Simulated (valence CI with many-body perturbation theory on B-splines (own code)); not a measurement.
**Pm21+: magnetic and hyperfine properties of the levels**

Computed by configuration interaction combined with many-body perturbation theory (CI+MBPT): four valence electrons over a frozen Dirac-Fock core [Kr], radial functions for each j: 7 s, 7 p, 8 d, 6 f, 4 g, 1 h, with the one-electron correlation potential Σ1, the two-electron term Σ2, the three-electron term Σ3, Breit, model QED; selected CI, second order for the rest, scaled by the run's own slope (own B-spline code, finite nucleus).

No measured levels were compared; by estimate terms of the open shell hold to 2 to 4 % of their energy, and close levels can change places. The list stops below the first excitations out of the core.

A/g_I is the dipole constant over the nuclear g factor μ/I (μ in nuclear magnetons, uniformly magnetised nucleus), B/Q the quadrupole constant per barn. Both hold the static response of the core; the bare values leave it out. Large factors of s and p1/2 electrons are usually good to 5 to 10 %; those of open d and f shells near neutrality can be off by tens of per cent, and small factors of p3/2, d and f electrons come from cancelling terms and can be off by a factor of two or in sign, in half-filled shells by more. B is blank for J = 1/2, where it vanishes, and for nearly pure S terms. Energies count from the lowest level. Levels with J = 0 are left out.

Levels are named by their leading jj configuration (3d3/2^4 stands for four electrons in 3d with j = 3/2), which in mixed levels can hold well under half, so a name can repeat and another be missing. Letters in brackets count levels of one name in rising energy.

| Level | E (cm⁻¹) | g | A/g_I (MHz) | A/g_I bare | B/Q (MHz/b) | B/Q bare |
| --- | --- | --- | --- | --- | --- | --- |
| (4d3/2^3 4d5/2) J=1 | 27102 | 1.498 | -735 | -132 | 2430 | 2310 |
| (4d3/2^3 4d5/2) J=2 | 44466 | 1.421 | 1910 | 2390 | 2690 | 2550 |
| (4d3/2^3 4d5/2) J=3 | 54269 | 1.356 | 3610 | 3990 | 154 | 129 |
| (4d3/2^3 4d5/2) J=4 | 54513 | 1.196 | 5330 | 5470 | -2020 | -1970 |
| (4d3/2^2 4d5/2^2) J=4 [a] | 82147 | 1.120 | 4930 | 4970 | -1330 | -1290 |
| (4d3/2^2 4d5/2^2) J=3 [a] | 89936 | 0.973 | 5560 | 5390 | 1460 | 1390 |
| (4d3/2^2 4d5/2^2) J=2 [a] | 91405 | 0.958 | 4600 | 4420 | 4260 | 4070 |
| (4d3/2^2 4d5/2^2) J=5 | 97615 | 1.078 | 5530 | 5510 | 5390 | 5120 |
| (4d3/2^2 4d5/2^2) J=1 | 101330 | 1.266 | 4970 | 5210 | -92.1 | -103 |
| (4d3/2^2 4d5/2^2) J=6 | 104580 | 1.101 | 5730 | 5730 | 5970 | 5670 |
| (4d3/2^2 4d5/2^2) J=4 [b] | 112670 | 1.028 | 6350 | 6250 | -2780 | -2630 |
| (4d3/2^2 4d5/2^2) J=2 [b] | 115100 | 1.154 | 4990 | 5070 | 1270 | 1200 |
| (4d3/2^2 4d5/2^2) J=3 [b] | 116230 | 1.164 | 5620 | 5720 | 2340 | 2230 |
| (4d3/2 4d5/2^3) J=4 [a] | 128150 | 1.186 | 4030 | 4170 | 1300 | 1240 |
| (4d3/2 4d5/2^3) J=3 [a] | 138470 | 1.102 | 3870 | 3890 | 554 | 541 |
| (4d3/2^2 4d5/2^2) J=2 [c] | 139000 | 1.067 | 7260 | 7210 | 400 | 369 |
| (4d3/2 4d5/2^3) J=5 | 147200 | 1.151 | 4680 | 4770 | -3570 | -3410 |
| (4d3/2 4d5/2^3) J=1 [a] | 149080 | 0.764 | 7170 | 6710 | 2280 | 2160 |
| (4d3/2 4d5/2^3) J=6 | 151400 | 1.062 | 5540 | 5500 | 7570 | 7240 |
| (4d3/2^2 4d5/2^2) J=4 [c] | 156560 | 1.116 | 4520 | 4560 | 5570 | 5310 |
| (4d3/2^2 4d5/2^2) J=2 [d] | 162080 | 1.332 | 3800 | 4130 | -824 | -778 |
| (4d3/2 4d5/2^3) J=3 [b] | 171620 | 1.080 | 5290 | 5280 | 4030 | 3860 |
| (4d3/2^2 4d5/2^2) J=2 [e] | 173830 | 1.010 | 6230 | 6110 | 4300 | 4090 |
| (4d3/2 4d5/2^3) J=3 [c] | 198560 | 1.065 | 5890 | 5840 | 7820 | 7430 |
| (4d3/2 4d5/2^3) J=1 [b] | 199770 | 1.467 | 559 | 1110 | -3140 | -2980 |
| (4d5/2^4) J=4 | 200160 | 1.076 | 4840 | 4820 | 852 | 826 |
| (4d5/2^4) J=2 | 203530 | 1.043 | 5810 | 5740 | 215 | 208 |
| (4d3/2 4d5/2^3) J=4 [b] | 209460 | 1.115 | 5200 | 5230 | 125 | 133 |
| (4d3/2 4d5/2^3) J=2 | 243610 | 1.001 | 5180 | 5050 | -4970 | -4720 |

(1) Take the isotope of mass number 147, with I = 7/2, μ = 2.58 μN and Q = 0.74 b. What is the hyperfine structure of (4d3/2^2 4d5/2^2) J=5?

## Answers

(1) From the table A = 4070 MHz, B = 3990 MHz. Shifts from the centre of gravity in MHz: F = 3/2: -83700, F = 5/2: -74200, F = 7/2: -60700, F = 9/2: -43100, F = 11/2: -21200, F = 13/2: 5130, F = 15/2: 36200, F = 17/2: 72200.
